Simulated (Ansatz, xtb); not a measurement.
# FH3N2SZn: 4 structures ranked

4 gas-phase structures of FH3N2SZn, found in a search over its isomers (lower ones may exist). Each was relaxed with GFN2-xTB:

A. a singlet given by its coordinates
B. `NN[S][Zn][F]`, a singlet
C. a singlet given by its coordinates
D. `NS[NH][Zn][F]`, a singlet

A (Å):

| atom | x (Å) | y (Å) | z (Å) |
| --- | --- | --- | --- |
| F | 0.6330 | -1.0912 | -0.2290 |
| N | -0.2270 | 1.8935 | -0.2004 |
| N | -2.3001 | 0.3977 | -0.5737 |
| S | -1.5426 | 1.6658 | -1.3583 |
| Zn | -0.7815 | -0.2896 | 0.2856 |
| H | -0.3304 | 2.7500 | 0.3417 |
| H | 0.6613 | 1.9426 | -0.6955 |
| H | -3.0833 | 0.7419 | -0.0297 |

Close contacts (Å): F1–Zn5 1.71, N2–S4 1.77, N2–Zn5 2.30, N3–S4 1.67, N3–Zn5 1.88, S4–Zn5 2.67, N2–H6 1.02, N2–H7 1.02, N3–H8 1.01.

C (Å):

```yaml
atoms:
  - { symbol: F, position_ang: [-2.5839, 0.8809, -0.1981] }
  - { symbol: N, position_ang: [0.7494, 0.6979, -0.8054] }
  - { symbol: N, position_ang: [-0.2162, 0.0342, -1.3196] }
  - { symbol: S, position_ang: [0.5652, 1.8068, 0.2990] }
  - { symbol: Zn, position_ang: [-1.9203, 2.0805, 0.8905] }
  - { symbol: H, position_ang: [-1.2022, 0.1661, -1.0579] }
  - { symbol: H, position_ang: [0.0325, -0.6508, -2.0209] }
  - { symbol: H, position_ang: [-2.5368, 2.9965, 1.8424] }
```

Close contacts (Å): F1–Zn5 1.75, N2–N3 1.28, N2–S4 1.58, S4–Zn5 2.57, N3–H6 1.03, N3–H7 1.01, Zn5–H8 1.46.

**Question.** Estimate their order in r2SCAN-D4/def2-SVP energy at these geometries, lowest first.

**Answer.** Calculated order at r2SCAN-D4/def2-SVP: A (0.0), C (42.4), B (67.3), D (76.9) kJ/mol.

Energies above the lowest of each column, in kJ/mol; the last columns are at PBE0-D3(BJ)/def2-SVP geometries and were run for some of them only (a dash: not run or not comparable):

```json
{"structure": "A", "GFN2-xTB": "37.5", "HF/STO-3G": "0.0", "r2SCAN-D4/def2-SVP": "0.0", "PBE0-D3(BJ)/def2-SVP": "0.0", "CCSD(T)/def2-SVP + ΔMP2/def2-TZVPP": "0.0"}
{"structure": "C", "GFN2-xTB": "0.0", "HF/STO-3G": "555.9", "r2SCAN-D4/def2-SVP": "42.4", "PBE0-D3(BJ)/def2-SVP": "56.4", "CCSD(T)/def2-SVP + ΔMP2/def2-TZVPP": "112.6"}
{"structure": "B", "GFN2-xTB": "37.3", "HF/STO-3G": "86.7", "r2SCAN-D4/def2-SVP": "67.3", "PBE0-D3(BJ)/def2-SVP": "–", "CCSD(T)/def2-SVP + ΔMP2/def2-TZVPP": "–"}
{"structure": "D", "GFN2-xTB": "39.0", "HF/STO-3G": "77.9", "r2SCAN-D4/def2-SVP": "76.9", "PBE0-D3(BJ)/def2-SVP": "–", "CCSD(T)/def2-SVP + ΔMP2/def2-TZVPP": "–"}
```

CCSD(T)/def2-SVP + ΔMP2/def2-TZVPP puts A lowest of those it was run on; GFN2-xTB picks C. Some further structures that were screened fall inside this span and aren't listed. Flexible structures stand in one conformer each, not always the lowest. Frequencies (PBE0-D3(BJ)/def2-SVP) were run for A, C alone. The ΔMP2 step shifts differences by up to 47.0 kJ/mol, which makes them less sure. ΔMP2 is the change of the MP2 energy from the smaller to the larger basis.

Over these structures GFN2-xTB departs from r2SCAN-D4/def2-SVP by 27.8 kJ/mol on average once a common shift is removed. A GFN2-xTB relaxation took about 0.16 s and the r2SCAN-D4/def2-SVP energy about 2.3 s on a shared host (Ansatz 0.2.0, xtb 6.7.1).
